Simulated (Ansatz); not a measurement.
Molecule: sum formula H2BO2, net charge 0, doublet state. It need not be the lowest isomer of its formula. 
Structure (B3LYP-D3(BJ)/def2-TZVP (Ansatz, a first-principles code) minimum search):
SMILES: O[B]O
```xyz
5

B     -0.4472    -0.2864    -0.0092
O     -0.6236     1.0437     0.1172
O      0.6904    -1.0009    -0.1159
H      0.1763     1.5939     0.1372
H      1.5249    -0.5046    -0.1021
```
Charge 0, spin multiplicity 2.

Property: vertical electron affinity (to the singlet state of charge -1; a negative value means that the extra electron is unbound and the number depends on the basis; each state is the SCF solution reached for its spin; for the singlet the Hartree-Fock reference is unstable and T1 is 0.030), in eV. Cores are frozen in the correlated levels unless marked. Open shells are spin-unrestricted. No spin-orbit coupling. Non-relativistic. Anions need diffuse functions: aug- sets have them; def2-D sets add few. CBS marks a two-point X^-3 extrapolation of the correlation energy; Hartree-Fock from the larger set. The bracket is a focal-point correction in the basis named.

RI-MP2/CBS(aug-cc-pVTZ,aug-cc-pVQZ)+[CCSD(T)-MP2]/aug-cc-pVTZ (Ansatz) gives 0.49 eV.

Q: Another calculation gave 0.04 eV. Which level was it?
A) wB97M-V/def2-TZVPD (Ansatz)
B) r2SCAN/def2-TZVPD (Ansatz)
C) B3LYP/def2-TZVPD (Ansatz)
D) BHLYP/def2-TZVPD (Ansatz)

A: D, BHLYP/def2-TZVPD (Ansatz). The others give 0.30 (wB97M-V), 0.15 (r2SCAN), 0.45 (B3LYP) eV.
